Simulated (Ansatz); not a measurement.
Geometry optimisation, RKS BLYP-D4/def2-TZVP in Ansatz 0.2.0.

Input:

```yaml
crystal:
  periodic: [false, false, false]
  atoms:
    - { symbol: Ga, position_ang: [-1.693013, 0.528571, 0.310513] }
    - { symbol: O, position_ang: [1.227695, -0.260508, -0.651731] }
    - { symbol: H, position_ang: [0.464885, -0.492546, -1.211739] }
    - { symbol: H, position_ang: [-1.50105, 1.326476, 1.795065] }
    - { symbol: H, position_ang: [1.501483, -1.101994, -0.242108] }
basis:
  gaussian: { orbitals: def2-TZVP }
hamiltonian:
  xc: blyp
  dispersion: d4
relax:
  f_tol: 0.03
  max_steps: 50
```

Run as:

```bash
$ ansatz run input.yaml --threads 2 --pin off --max-ram 3072MiB --backend cpu --events-out ev --progress --plain --runs-dir out
```

Q: Where does it end, and by what steps?

A: The forces met the threshold. The force dipped under the threshold on the way, but the program's further checks kept it going. After 17 steps the energy has fallen by 0.210 eV; H4 moved furthest, 1.37 Å.

```
step  energy less start (eV)  largest force component (eV/Å)  accepted
   0                  0.0000                           0.142       yes
   1                 -0.0034                           1.146       yes
   2                 -0.0544                           0.527       yes
   3                 -0.0905                           0.456       yes
   4                 -0.0906                           1.341       yes
   5                 -0.1467                           0.430       yes
   6                 -0.1758                           0.092       yes
   7                 -0.1782                           0.074       yes
   8                 -0.1836                           0.040       yes
   9                 -0.1777                           0.744        no
  10                 -0.1894                           0.077       yes
  11                 -0.1927                           0.314       yes
  12                 -0.1940                           0.372       yes
  13                 -0.1757                           0.923        no
  14                 -0.2042                           0.215       yes
  15                 -0.2093                           0.024       yes
  16                 -0.2099                           0.068       yes
  17                 -0.2101                           0.016       yes
```

```xyz
5
Properties=species:S:1:pos:R:3
Ga -1.588 0.782 0.096
O 0.690 -0.056 -0.716
H 0.743 -0.946 -1.108
H -0.555 0.398 1.465
H 0.710 -0.178 0.264
```

The run took 30 s on 2 threads of Arm Neoverse N1, with other jobs on the host, peak memory 0.13 GiB.
